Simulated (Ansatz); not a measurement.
`CC1(S)[SiH2]S1`. Charge 0, multiplicity 1. All single points use the PBE0-D4/def2-TZVP geometry. It is one conformer, not always the lowest.

```xyz
11

C    -1.276    0.321   -0.323
C     0.076    0.053    0.293
S     0.036   -0.532    1.979
Si    1.488   -0.588   -0.725
S     1.351    1.389   -0.089
H    -1.183    0.599   -1.375
H    -1.780    1.141    0.198
H    -1.906   -0.567   -0.242
H    -0.520    0.563    2.533
H     2.487   -1.482   -0.101
H     1.227   -0.897   -2.149
```

(1) What is the dipole moment at PBE/def2-TZVPP? (Best estimate.)

(2) And with r2SCAN, B3LYP, ωB97M-V? (Best estimate.)

(3) Give the Mulliken charges with PBE, r2SCAN, ωB97M-V in def2-TZVPP. (An estimate is asked.)

Results:

(1) Ansatz gave: 1.37 D, with components (-0.76, -0.54, -1.01) D in this frame, pointing from negative to positive charge.

(2) Ansatz gave: r2SCAN 1.48 D, B3LYP 1.46 D, ωB97M-V 1.46 D.

(3) The calculation gave: 
```
atom    PBE  r2SCAN  ωB97M-V
  C1  -0.23   -0.13    -0.27
  C2   0.08    0.07    -0.10
  S3  -0.18   -0.17    -0.13
 Si4   0.25    0.35     0.24
  S5  -0.21   -0.26    -0.17
  H6   0.09    0.05     0.11
  H7   0.08    0.05     0.11
  H8   0.10    0.07     0.12
  H9   0.10    0.08     0.10
 H10  -0.04   -0.05     0.00
 H11  -0.05   -0.06    -0.01
```

B3LYP here is the variant with VWN-RPA as its local correlation; programs differ in this.
